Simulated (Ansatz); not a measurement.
Cost and result for the atomization energy of CH4BFSSi (`FB1CS[SiH2]1`) (9 atoms, 9 bonds).

```xyz
9

F    -1.980    1.006   -0.181
B    -0.711    0.624   -0.141
C     0.031   -0.067   -1.332
S     0.125   -1.506   -0.158
Si    0.401    0.012    1.388
H    -0.567   -0.324   -2.207
H     1.032    0.252   -1.612
H     1.825    0.412    1.546
H    -0.156   -0.409    2.697
```

The species carries charge 0 and has multiplicity 1. The structure was optimised at the PBE0-D4/def2-TZVP level. Program: Ansatz. All runs use 4 threads of an Arm Neoverse V2 on a shared host. Times are those of one run each, without the atoms' runs, and a repeat can differ threefold. Electronic energies, without spin–orbit coupling; frozen cores. CCSD(T)/CBS adds CCSD(T) − MP2 in def2-TZVPP to the MP2 limit, and its time is that of the two runs behind it. T1 = 0.014.

CCSD(T)/CBS is a level of theory with its own doubt, some kJ/mol a heavy atom from the limit and from the frozen cores, so smaller differences don't rank the functionals.

| level | functions | atomization (kcal/mol) | difference from CCSD(T)/CBS | per bond |
| --- | --- | --- | --- | --- |
| BHLYP-D4/def2-TZVPP | 233 | 772.0 | -22.4 | -2.5 |
| PBE-QIDH/def2-TZVPP | 233 | 796.5 | 2.1 | 0.2 |
| LDA (SPW92)/def2-TZVPP | 233 | 918.1 | 123.7 | 13.7 |
| MP2/def2-QZVPP | 431 | 805.0 | 10.6 | 1.2 |
| CCSD(T)/def2-TZVPP | 233 | 772.9 | -21.5 | -2.4 |
| CCSD(T)/CBS(def2) | – | 794.4 | 0.0 | 0.0 |
| CCSD(T)/def2-SVP | 98 | 748.2 | -46.2 | -5.1 |
| r2SCAN-D4/def2-TZVPP (with forces) | 233 | 805.1 | 10.7 | 1.2 |
| B97M-V/def2-TZVPP | 233 | 806.8 | 12.4 | 1.4 |
| CAM-B3LYP-D4/def2-TZVPP | 233 | 796.1 | 1.7 | 0.2 |
| ωB97M-V/def2-TZVPP (with forces) | 233 | 801.0 | 6.6 | 0.7 |
| r2SCANh-D4/def2-TZVPP | 233 | 799.7 | 5.3 | 0.6 |
| ωB97X-V/def2-TZVPP | 233 | 801.1 | 6.7 | 0.7 |

Order the runs by time, with rough figures. (Estimate.)

The calculation gave: LDA (SPW92)/def2-TZVPP 1.1 s; BHLYP-D4/def2-TZVPP 2.7 s; CCSD(T)/def2-SVP 3 s; CAM-B3LYP-D4/def2-TZVPP 3.1 s; r2SCAN-D4/def2-TZVPP (with forces) 4.4 s; r2SCANh-D4/def2-TZVPP 4.6 s; PBE-QIDH/def2-TZVPP 4.7 s; ωB97X-V/def2-TZVPP 7 s; B97M-V/def2-TZVPP 8.5 s; ωB97M-V/def2-TZVPP (with forces) 10 s; MP2/def2-QZVPP 15 s; CCSD(T)/def2-TZVPP 86 s; CCSD(T)/CBS(def2) 100 s.

At CCSD(T), def2-SVP lies −46.2 kcal/mol from the extrapolated value and def2-TZVPP −21.5 kcal/mol: correlation converges slowly with the basis, and small sets miss more of it in the bonded molecule than in its fragments. The D4 term adds +8.9 kcal/mol with B3LYP and +4.6 kcal/mol with PBE0; it sums over pairs of atoms, weighted by their polarisabilities, and B3LYP, whose exchange is more repulsive, gets the larger term. From r2SCAN to r2SCAN0 (25 % exact exchange), in def2-TZVPP and without D4, the atomization energy moves by −13.4 kcal/mol: exact exchange takes away binding that semilocal exchange gives to molecules.

B3LYP here is the variant with VWN-RPA as its local correlation; programs differ in this.
